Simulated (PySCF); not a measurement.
C2H7BClNO, SMILES CNB(Cl)OC. The structure is a stationary point at B3LYP-D3(BJ)/def2-SVP. The values are those of a single conformer.

Q: Give the equilibrium geometry at B3LYP-D3(BJ)/def2-SVP (PySCF confirms it by a frequency run) as a Z-matrix, and its point group. (Estimate from the structure and the level; the computed values follow.)

A: One answer among several that fit: point group Cs.
```
N
H 1 1.0144
B 1 1.4058 2 117.75
O 3 1.3612 1 123.88 2 0.00
C 4 1.4066 3 122.18 1 0.00
H 5 1.0996 4 108.49 3 180.00
H 5 1.1062 6 108.11 4 -121.43
H 5 1.1062 6 108.11 7 -117.15
C 1 1.4494 2 113.83 3 180.00
H 9 1.0972 1 109.41 2 180.00
H 9 1.1044 10 107.94 1 -121.86
H 9 1.1044 10 107.94 11 -116.27
Cl 3 1.7916 4 115.82 5 180.00
```
Charge 0, spin multiplicity 1.
